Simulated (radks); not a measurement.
The numbers below are computed, except where a source is named.
Species: the magnesium ion Mg2+. Configuration: [Ne].

Code: a radial shooting solver on a logarithmic mesh with Libxc functionals. Model: scalar-relativistic Kohn-Sham, r2SCAN, spin-unpolarised, spherical densities, finite nucleus; meta-GGA in the generalised Kohn-Sham scheme; Fermi nuclear charge, rms radius 3.057 fm.

Energy parts (Ry):
| part | energy |
|---|---|
| total | -399.09311 |
| kinetic | 399.63549 |
| electron-nucleus | -942.65158 |
| Hartree | 176.09165 |
| exchange-correlation | -32.16867 |

Orbitals (lengths in bohr, moments of r in powers of bohr; r(max) is where P^2 peaks; r(90%) holds 90 % of the orbital's charge):
orbital  occ.  eigenvalue (Ry)     <r^4>  r(90%)   r(max)
1s          2        -94.75876  0.001378   0.233  0.08509
2s          2         -7.56616    0.6287    1.10   0.5455
2p          6         -4.99797    0.8040    1.16   0.4794

The highest occupied level is 2p at -68.001 eV. The density falls to 0.001 e/bohr^3 at r = 2.19 bohr. Summed over all electrons, <r^2> = 4.750 bohr^2, which gives a Langevin (diamagnetic) susceptibility term of -3.76 x 10^-6 cm^3/mol. The electron density at the nucleus is 1158 e/bohr^3 (large components only).
